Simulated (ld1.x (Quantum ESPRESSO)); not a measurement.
## Varying the TM potential for Si (Z = 14)

Base potential:

- Element: silicon (Si)
- Generator: ld1.x (Quantum ESPRESSO) 7.5
- Type: norm-conserving Troullier–Martins (Kleinman–Bylander form)
- Functional: revPBE
- Relativity: non-relativistic
- Frozen core: [Ne]
- Valence charge: 4
- Reference configuration: 3s2 3p2
- Partial waves: 3p (bound): rc 1.60 bohr; 3d channel at 0.35 Ry: rc 1.70 bohr; 3s (bound): rc 1.25 bohr
- Local potential: the s channel
- Core correction: Bessel-smoothed model core inside 1.10 bohr

Cutoffs, loose and tight: the cutoffs (Ry, on a coarse ladder) from which the occupation-weighted sum of valence levels, in a spherical-Bessel basis at the reference potential, stays within 10 and 1 mRy of its value at 400 Ry. They do not see the model core or the augmentation charge, which bear on the density cutoff. Test errors are all-electron minus pseudo excitation energies from the reference, over the configurations 3s2 3p1; 3s2 3p0; 3s1 3p0; 3s1 3p2; 3s1 3p3; 3s2 3p1.5; 3s2 3p2.3. A dash means not determined; rows that change the core or the reference have their own tests.

On the changes marked as counting shells twice: ld1.x takes every shell without a wave as core, so the model core holds the marked electrons as well and exchange and correlation see them twice. This cancels in the reference configuration, but the file is broken for other ones, and its errors say nothing about a proper core correction.

```csv
change,outcome,"cutoff, loose","cutoff, tight",bound ghosts,largest test error (meV)
base,generated,50 Ry,110 Ry,none,+67
functional LDA (PZ),generated,50 Ry,140 Ry,none,+71
wave 3d channel at 0.35 Ry: rc 1.70 bohr becomes 3d channel at 2.77 Ry: rc 1.70 bohr,generated,50 Ry,110 Ry,none,+67
wave 3p (bound): rc 1.60 bohr becomes 3p (bound): rc 1.74 bohr,generated,50 Ry,110 Ry,none,+72
"all radii but the core radius scaled by about 1.05 (s 1.32, p 1.68, d 1.78 bohr)",generated,35 Ry,80 Ry,none,+55
wave 3d channel at 0.35 Ry: rc 1.70 bohr becomes 3d channel at 0.35 Ry: rc 1.14 bohr,generated,50 Ry,110 Ry,none,+67
core correction Bessel-smoothed model core inside 1.08 bohr,generated,50 Ry,110 Ry,none,+66
wave 3s (bound): rc 1.25 bohr becomes 3s (bound): rc 1.32 bohr,generated,40 Ry,90 Ry,none,+52
"core [He], valence charge 12; reference 2s2 2p6 3s2 3p0; waves now 2s (bound): rc 0.80 bohr; 2p (bound): rc 0.85 bohr; 3d channel at 0.35 Ry: rc 0.90 bohr; local potential the d channel; core correction Bessel-smoothed model core, default radius (core density twice the valence density) (3s counted twice)","generated, misses its reference levels by 0.25 eV",230 Ry,over 300 Ry,none,-1293
wave 3p (bound): rc 1.60 bohr becomes 3p (bound): rc 1.90 bohr,generated,50 Ry,110 Ry,none,+77
```

**Question.** What comes out with this change to the base: wave 3s (bound): rc 1.25 bohr becomes 3s (bound): rc 0.82 bohr?

**Answer.** outcome: failed: run_pseudo: Errors in PS-KS equation. Cause: the pseudo-atom solver did not find the valence states with the expected number of nodes, which is the usual sign of a ghost state.

**Question.** What comes out with this change to the base: type ultrasoft; waves now 3s (bound): rcut 1.10, rcutus 1.25 bohr; 3s channel at 1.85 Ry: rcut 1.10, rcutus 1.25 bohr; 3p (bound): rcut 1.40, rcutus 1.60 bohr; 3p channel at 0.9 Ry: rcut 1.40, rcutus 1.60 bohr; 3d channel at 0.35 Ry: rcut 1.50, rcutus 1.70 bohr; 3d channel at 0.8 Ry: rcut 1.50, rcutus 1.70 bohr; local potential all-electron potential smoothed inside 1.10 bohr (lloc = -2); augmentation PSQ, radius 1.20 bohr?

**Answer.** outcome: failed: find_q: problem finding q. Cause: no Bessel wave vectors were found that match the logarithmic derivative at the chosen radius.

**Question.** What comes out with this change to the base: all radii but the core radius scaled by about 1.16 (s 1.46, p 1.86, d 1.98 bohr)?

**Answer.** outcome: generated; cutoff, loose: 25 Ry; cutoff, tight: 40 Ry; bound ghosts: none; largest test error (meV): +52.
